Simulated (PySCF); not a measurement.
## Ionisation energy of Xe by level of theory

Xe [Xe] (1S) → Xe+ [Kr] 4d10 5s2 5p5 (2P), as a difference of total energies. Computed with PySCF 2.14 in cc-pVDZ-PP with ECP28MDF, with scalar relativity through the core potential. Correlated levels: valence: 4s2 4p6 4d10 frozen. The calculations carry no spin-orbit coupling.

```json
{"method": "UHF", "ionisation energy (eV)": "11.590"}
{"method": "LDA", "ionisation energy (eV)": "12.648"}
{"method": "M06-2X", "ionisation energy (eV)": "12.359"}
{"method": "MP2 (valence)", "ionisation energy (eV)": "12.161"}
{"method": "SCS-MP2 (valence)", "ionisation energy (eV)": "12.095"}
```

Q: Estimate what CCSD (valence) gives.

A: 12.069 eV, closest to SCS-MP2 (valence) among the rows shown.

Q: Estimate what CCSD(T) (valence) gives.

A: 12.068 eV, closest to SCS-MP2 (valence) among the rows shown.

Errors of the correlated levels include the incompleteness of this basis and the frozen core.

For comparison: 12.565 eV (measured; NIST levels, between the centres of gravity of the two terms).
